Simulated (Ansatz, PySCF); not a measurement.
Reaction (SMILES): CCS [ethanethiol] -> [CH3] (CH3) + [CH2]S (the C-C bond at the site shown breaks; other sites are not compared here)
Structures are relaxed separately at B3LYP-D3(BJ)/def2-TZVP in Ansatz (a program for electronic structure), one conformer each, not searched for the lowest.

Quantity: bond dissociation energy (0 K, with B3LYP-D3(BJ) harmonic zero-point energies from PySCF), in kcal/mol. Correlated levels leave the core frozen unless marked. UHF or UKS for open shells. Spin-orbit coupling is left out. Non-relativistic. Basis-set limits of correlation are two-point, X^-3; Hartree-Fock from the larger set. The bracket is a focal-point correction in the basis named.

```json
[
 {"level": "PBE/def2-TZVPD", "program": "Ansatz", "bond dissociation energy (kcal/mol)": "77.8"}
]
```

Estimate the value at RI-MP2/CBS(aug-cc-pV(T+d)Z,aug-cc-pV(Q+d)Z)+[CCSD(T)-MP2]/aug-cc-pV(T+d)Z as computed with Ansatz.

81.5 kcal/mol, so PBE/def2-TZVPD differs from it by -3.7 kcal/mol.
